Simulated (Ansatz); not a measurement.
`PSC=[Se]` + H₂Te → `P[TeH]` + `SC=[Se]` at 400 K and 1 bar (ligand exchange at a P–S bond).

Calculated with Ansatz (gas phase, PBE0-D4/def2-TZVP geometries, no zero-point term in ΔE). CCSD(T)/CBS is the MP2 limit (def2-TZVPP, def2-QZVPP) plus CCSD(T) − MP2 in def2-TZVPP, frozen cores. def2 core potentials past Kr. For Se, Te outer-core shells are correlated without core-valence functions, which leaves a few kJ/mol of doubt a bond. Scalar relativity is left out up to krypton. One conformer a species, not always the lowest.

| species | CCSD(T)/CBS energy (Eh) | H − E (kJ/mol) | S (J/(mol·K)) |
| --- | --- | --- | --- |
| `PSC=[Se]` | -3179.24657 | 120.5 | 366.7 |
| H₂Te | -268.91024 | 45.0 | 239.1 |
| `P[TeH]` | -610.46278 | 84.0 | 308.8 |
| `SC=[Se]` | -2837.70434 | 86.0 | 304.5 |

H − E and S are ideal-gas, rigid-rotor, harmonic terms from PBE0-D4/def2-TZVP, for one conformer and one mirror image of each species. 1 Eh = 2625.50 kJ/mol, R = 8.31446 J/(mol·K).

By hand: ΔE, ΔH, ΔS and ΔG.

ΔE = (-610.46278) + (-2837.70434) − (-3179.24657) − (-268.91024) = -0.01031 Eh = -27.1 kJ/mol. Δ(H − E) = 84.0 + 86.0 − 120.5 − 45.0 = 4.5, so ΔH = -22.6 kJ/mol. ΔS = 308.8 + 304.5 − 366.7 − 239.1 = 7.5 J/(mol·K). ΔG = -22.6 − 400 × (7.5)/1000 = -25.6 kJ/mol.

By hand: the equilibrium constant, and the temperature at which ΔG would vanish if ΔH and ΔS stayed fixed.

log₁₀ K = −ΔG/(RT ln 10) = 3.3. ΔH and −TΔS have one sign here, so there is no such temperature.

The number of gas molecules stays the same, so ΔS is small and ΔH decides. A doubt of 5 kJ/mol in ΔE shifts log₁₀ K by 0.7 here. Other conformers and mirror images would add mixing entropy, several J/(mol·K) or more a flexible species. These are equilibria of isolated gas molecules and say nothing of rates. Largest T1 diagnostic: 0.017 (customary marks: 0.02 for closed shells, 0.045 for open ones).

ΔS is within the doubt of such terms, so its sign, and with it that verdict, could turn.
